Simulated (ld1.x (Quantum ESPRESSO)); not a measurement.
# Transferability test, TM potential for zirconium

- Element: Zr (Z = 40)
- Generator: ld1.x (Quantum ESPRESSO) 7.5
- Type: norm-conserving Troullier–Martins (Kleinman–Bylander form)
- Functional: PBE
- Relativity: scalar-relativistic
- Frozen core: [Kr]
- Valence charge: 4
- Reference configuration: 4d2 5s1 5p0 (charge +1)
- Partial waves: 5s (bound): rc 2.20 bohr; 5p (bound, empty): rc 2.80 bohr; 4d (bound): rc 1.80 bohr
- Local potential: the d channel
- Core correction: none

Energies are relative to the spin-unpolarised reference configuration 4d2 5s1 5p0; without spin polarisation the order of configurations can differ from experiment.

Q: Give the all-electron excitation energy and the error of the potential for: 4d2 5s2 5p0; 4d2 5s0 5p0; 4d1 5s0 5p0; 4d2 5s1 5p1; 4d2 5s1.5 5p0; 4d1 5s2 5p1; 4d2 5s0 5p2.

A:

```
valence configuration  charge  ΔE all-electron (eV)  error AE − PS (meV)
          4d2 5s2 5p0       0                -7.137                  +38
          4d2 5s0 5p0      +2                12.940                 +142
          4d1 5s0 5p0      +3                35.567                 +306
          4d2 5s1 5p1       0                -4.096                 +8.5
        4d2 5s1.5 5p0    +0.5                -4.257                  +14
          4d1 5s2 5p1       0                -4.134                 +131
          4d2 5s0 5p2       0                -0.923                  +36
```

Note: ghost states, extra bound levels that the all-electron valence spectrum of the same l lacks: s at -47.0 eV, p at -17.7 eV. A true bound ghost makes a file unfit for plane-wave use.
